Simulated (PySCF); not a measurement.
Q: Give a PBE0-D3(BJ)/def2-SVP geometry of `C=C(C)[SiH2][GeH2][GeH3]`.

A: 
```
atom  x, y, z in Å
C1    -1.291    0.089    1.328
C2    -1.473   -0.257    0.046
C3    -2.651   -1.079   -0.397
Si4   -0.255    0.295   -1.284
Ge5    1.660    1.356   -0.349
Ge6    2.855   -0.164    1.115
H7    -0.441    0.693    1.661
H8    -1.998   -0.219    2.109
H9    -2.326   -1.998   -0.912
H10   -3.288   -1.367    0.453
H11   -3.273   -0.521   -1.117
H12   -0.945    1.206   -2.255
H13    0.205   -0.897   -2.067
H14    1.268    2.620    0.444
H15    2.607    1.795   -1.486
H16    4.268    0.362    1.432
H17    2.090   -0.342    2.440
H18    2.985   -1.543    0.441
```

Orientation and origin are arbitrary. Atoms count from 1 in this order. The C–C distances run from 1.341 Å (C1=C2, drawn double) to 1.503 Å (C2–C3, drawn single), a spread of 0.162 Å. Si4 (SiH2 silicon) is tetrahedral (angles from 106.6° to 111.9°). Ge6 (germanium bonded to Ge and 3 H) is tetrahedral (angles from 108.3° to 111.2°). Of the pairs four or more bonds apart, H8···H10 is among the closest relative to their van der Waals radii: 2.39 Å, 100 % of the sum of Bondi's values.

Bonds between heavy atoms (Å): C1=C2 1.341, C2–C3 1.503, C2–Si4 1.886, Si4–Ge5 2.380, Ge5–Ge6 2.426.

Method: PBE0-D3(BJ)/def2-SVP geometry optimisation, gas phase (PySCF).

Point group: C1 (no symmetry element, even within 0.4 Å). PBE0-D3(BJ)/def2-SVP frequencies: not computed here. The numbers are those of one conformer (C1–C2–Si4–Ge5 8°, C2–Si4–Ge5–Ge6 61°).
